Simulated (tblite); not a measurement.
C6H14OP2.
Geometry (GFN2-xTB, Å), atoms numbered from 1 in this order:
```
atom  x, y, z in Å
C1    -1.0687   -1.8045    1.4168
C2    -0.3986   -1.5927    0.2911
P3    -0.4066   -0.0473   -0.6822
C4    -1.4096    0.2632   -2.0323
C5    -0.5937    1.2959    0.5483
P6    -2.3922    1.4787    0.9963
C7     1.3365    0.1463   -1.2736
O8     2.2365    0.6489   -0.3274
C9     2.6864   -0.3092    0.5995
H10   -1.5422   -0.9973    1.9556
H11   -1.1503   -2.7860    1.8564
H12    0.0325   -2.4247   -0.2633
H13   -2.4486    0.0211   -1.8056
H14   -1.0630   -0.3191   -2.8876
H15   -0.2078    2.2057    0.0789
H16   -0.0120    1.0675    1.4469
H17   -2.2478    2.7462    1.5599
H18   -2.7677    2.0085   -0.2300
H19    1.6874   -0.8095   -1.6959
H20    1.2764    0.8860   -2.0809
H21    3.3889    0.2034    1.2540
H22    1.8614   -0.7175    1.1933
H23    3.1978   -1.1366    0.0917
```

All values are computed: GFN2-xTB (tblite) harmonic vibrations without scaling, gas phase. Errors from tens to a few hundred cm⁻¹ against measured bands are possible. Modes of hydrogen on phosphorus can be 10 to 20 % off. One conformer, not necessarily the lowest.

Harmonic wavenumbers (cm⁻¹): 52.0, 70.2, 96.2, 106.3, 113.7, 151.7, 166.6, 187.5, 198.8, 208.4, 225.3, 270.6, 323.3, 345.3, 376.9, 445.7, 534.7, 595.4, 667.4, 689.3, 712.7, 753.2, 786.5, 821.9, 844.9, 881.5, 891.5, 906.5, 960.7, 967.4, 980.0, 989.2, 1028.7, 1100.9, 1113.2, 1129.4, 1132.5, 1136.6, 1226.5, 1234.9, 1248.7, 1360.6, 1388.2, 1395.8, 1401.6, 1404.7, 1465.0, 1485.5, 1626.3, 2285.7, 2368.4, 2826.7, 2905.2, 2916.8, 2922.6, 2925.7, 2933.3, 2936.2, 2952.3, 2968.1, 3028.4, 3070.4, 3098.9.

A = 1473, B = 778.7, C = 745.0 MHz; mass 164.052 u (most abundant isotopes); point group C1, symmetry number 1.

Problem. Zero-point energy?

Solution. Half the sum of the wavenumbers: 39170 cm⁻¹ = 468.57 kJ/mol.

Problem. Give the ideal-gas entropy at 298.15 K and 1 bar in the rigid-rotor, harmonic-oscillator model (classical rotation).

Solution. Translation 172.46, rotation 126.82, vibration 178.48: S = 477.8 J/(mol K).

Problem. And Cp and H(298.15 K) − H(0)?

Solution. Cp = 209.86 J/(mol K), of which vibrations give 176.60 (their classical limit is 63 R = 523.8); H(298.15 K) − H(0) = 37.96 kJ/mol without the zero-point energy, 28.05 from vibrations.

Problem. How do the functions run with temperature in this model?

Solution. 
| T (K) | S (J/(mol K)) | Cp (J/(mol K)) | H − H(0) (kJ/mol) | G − H(0) (kJ/mol) | ln q(vib) |
| --- | --- | --- | --- | --- | --- |
| 100 | 314.8 | 105.4 | 6.58 | -24.90 | 2.32 |
| 200 | 404.9 | 158.8 | 19.88 | -61.10 | 6.34 |
| 300 | 479.1 | 210.8 | 38.35 | -105.37 | 10.22 |
| 500 | 609.1 | 300.9 | 90.03 | -214.52 | 17.54 |
| 800 | 770.8 | 386.4 | 194.27 | -422.40 | 27.56 |
| 1000 | 861.3 | 424.0 | 275.50 | -585.80 | 33.62 |

q(vib) and H(0) count from the zero-point level.

Problem. Blend soft modes into free rotors: weight 1/[1 + (100 cm⁻¹/ν̃)⁴] for the oscillator and the rest for a rotor with moment μB/(μ + B), μ = h/(8π²ν), B = 10⁻⁴⁴ kg m². What vibrational entropy results?

Solution. 167.23 J/(mol K) in place of 178.48, which changes −T·S at 298.15 K by +3.35 kJ/mol.

Hindered rotation and anharmonicity are outside this model. Other conformers, if any are populated, would add a mixing term that is left out. The structure is chiral; the term R ln 2 for an equal mix with its mirror image is left out.

Time: 2.1 s. Hardware: an Arm Neoverse N1 with one thread, shared host with 64 logical CPUs at a one-minute load of 54. The figure is for the frequency step alone.
